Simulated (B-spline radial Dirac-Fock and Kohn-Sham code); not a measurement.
# Photoionisation of copper ions at W Kα (59318.2 eV)

Calculated with a B-spline atomic structure program, using a relativistic central-field model (Hartree-Slater potential of the initial state, Latter tail, multipole expansion of the photon field, Dirac-Fock thresholds). Cross sections in kb; a dash marks an empty subshell or a threshold above the photon energy.

| ion | configuration | total | 2s | 2p1/2 | 3s | 3p3/2 | 3d5/2 |
| --- | --- | --- | --- | --- | --- | --- | --- |
| Cu⁺ | [Ar] 3d10 | 0.1483 | 0.0117 | 0.000650 | 0.00170 | 0.000149 | 7.92e-07 |
| Cu²⁺ | [Ar] 3d9 | 0.1483 | 0.0117 | 0.000650 | 0.00172 | 0.000151 | 7.84e-07 |
| Cu⁵⁺ | [Ar] 3d6 | 0.1484 | 0.0117 | 0.000650 | 0.00183 | 0.000166 | 6.87e-07 |
| Cu⁷⁺ | [Ar] 3d4 | 0.1485 | 0.0117 | 0.000650 | 0.00194 | 0.000180 | 5.45e-07 |
| Cu⁸⁺ | [Ar] 3d3 | 0.1486 | 0.0117 | 0.000650 | 0.00200 | 0.000188 | 4.46e-07 |
| Cu⁹⁺ | [Ar] 3d2 | 0.1487 | 0.0117 | 0.000650 | 0.00207 | 0.000196 | 3.23e-07 |
| Cu¹⁰⁺ | [Ar] 3d1 | 0.1488 | 0.0118 | 0.000651 | 0.00215 | 0.000205 | 1.76e-07 |
| Cu¹⁶⁺ | [Ne] 3s2 3p1 | 0.1494 | 0.0120 | 0.000668 | 0.00260 | 4.36e-05 | – |
| Cu¹⁷⁺ | [Ne] 3s2 | 0.1495 | 0.0120 | 0.000673 | 0.00268 | – | – |
| Cu²⁰⁺ | [He] 2s2 2p5 | 0.1473 | 0.0125 | 0.000589 | – | – | – |
| Cu²¹⁺ | [He] 2s2 2p4 | 0.1475 | 0.0128 | 0.000490 | – | – | – |
| Cu²³⁺ | [He] 2s2 2p2 | 0.1480 | 0.0135 | 0.000265 | – | – | – |
